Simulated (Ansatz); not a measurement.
`CC[Se]C` + `C=C` → `C=C[Se]CC` + CH₄  (formal exchange of groups at the Se–C bond)

Isolated molecules relaxed with PBE0-D4/def2-TZVP in Ansatz; ΔE leaves out vibrations. CBS: MP2 limit from def2 TZ/QZ plus the TZ coupled-cluster correction, frozen cores. This one scheme is used for every species. DFT in def2-TZVPP. B3LYP here is the variant with VWN-RPA as its local correlation; programs differ in this. For Se outer-core shells are correlated without core-valence functions, which leaves a few kJ/mol of doubt a bond. Scalar relativity is left out up to krypton. One conformer a species, not always the lowest.

`CC[Se]C`:

```xyz
12

C    -0.019   -1.810    0.948
C     0.162   -0.354    0.574
Se   -0.518   -0.032   -1.228
C    -0.117    1.866   -1.298
H    -1.074   -2.095    0.930
H     0.519   -2.466    0.260
H     0.361   -1.995    1.956
H    -0.381    0.301    1.258
H     1.217   -0.071    0.588
H     0.954    2.032   -1.193
H    -0.662    2.399   -0.520
H    -0.442    2.225   -2.274
```

`C=C`:

```xyz
6

C     0.119   -0.412   -0.503
C    -0.119    0.412    0.503
H     0.782   -1.264   -0.397
H    -0.340   -0.271   -1.476
H    -0.782    1.264    0.397
H     0.340    0.271    1.476
```

`C=C[Se]CC`:

Z-matrix (Å, degrees):
```
C
C 1 1.514
Se 1 1.948 2 113.9
H 1 1.091 2 111.5 3 -117.4
H 1 1.092 2 112.5 3 122.1
H 2 1.091 1 111.5 3 -58.7
H 2 1.091 1 110.9 3 61.4
H 2 1.094 1 110.4 3 -178.8
C 3 1.885 1 100.2 2 77.0
C 9 1.327 3 129.0 1 3.4
H 9 1.086 3 110.7 1 -177.0
H 10 1.084 9 119.9 3 179.1
H 10 1.083 9 123.3 3 -0.6
```

CH₄:

Z-matrix (Å, degrees):
```
C
H 1 1.090
H 1 1.090 2 109.5
H 1 1.090 2 109.5 3 -120.0
H 1 1.090 2 109.5 3 120.0
```

Problem. Is it downhill or uphill in electronic energy at CCSD(T)/CBS, and by how much? (Best estimate.)

Solution. Computed: Downhill: ΔE = -0.22 eV.

Problem. What do these levels give: r2SCAN-D4, ωB97X-V, B3LYP, CCSD(T)/def2-TZVPP, HF/CBS(def2), MP2/CBS(def2)? (Best estimate.)

Solution. The calculation gave: r2SCAN-D4 -0.31, ωB97X-V -0.21, B3LYP -0.19, CCSD(T)/def2-TZVPP -0.23, HF/CBS(def2) -0.04, MP2/CBS(def2) -0.28 eV.

Largest T1 diagnostic among the species: 0.011.

In def2-TZVPP, CCSD(T) changes the Hartree–Fock value by −0.19 eV (the triples alone add −0.04 eV) and MP2 by −0.25 eV. From PBE to PBE0 (25 % exact exchange), in def2-TZVPP and without D4, ΔE moves by +0.04 eV. The D4 term adds −0.07 eV with B3LYP and −0.04 eV with PBE0; it sums over pairs of atoms, weighted by their polarisabilities, and B3LYP, whose exchange is more repulsive, gets the larger term.
